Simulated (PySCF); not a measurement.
PySCF 2.14 output of an unrestricted LDA calculation on a single atom or ion in def2-SVP with the def2 core potential (28 electrons) (4s3p2d, 23 functions), with a scalar-relativistic core potential:

```
SCF conv_tol = 1e-09
number electrons alpha = 5  beta = 4
    P. A. M. Dirac.,  Math. Proc. Cambridge Philos. Soc. 26, 376 (1930)
    F. Bloch.,  Z. Phys. 57, 545 (1929)
    S. H. Vosko, L. Wilk, and M. Nusair.,  Can. J. Phys. 58, 1200 (1980)
cycle= 1 E= -30.3546524669141  delta_E= -0.00169  |g|= 0.00252  |ddm|= 0.47
cycle= 2 E= -30.3546610135582  delta_E= -8.55e-06  |g|= 0.000772  |ddm|= 0.0368
cycle= 3 E= -30.3546614740964  delta_E= -4.61e-07  |g|= 1.71e-05  |ddm|= 0.00189
cycle= 4 E= -30.3546614749375  delta_E= -8.41e-10  |g|= 2.47e-07  |ddm|= 0.000413
converged SCF energy = -30.3546614749375  <S^2> = 0.75013613  2S+1 = 2.0001361
```

The run itself started from symmetry-adapted Hartree-Fock orbitals and held the occupation by maximum overlap, on a logarithmic radial grid, so the iterations belong to that start.

Question: Which element, charge and spin multiplicity is this?

Answer: Sr⁺ (strontium, charge +1), multiplicity 2; the state was [Kr] 5s1, 2S determinant.

Energies and moments cover only the electrons outside the core potential.
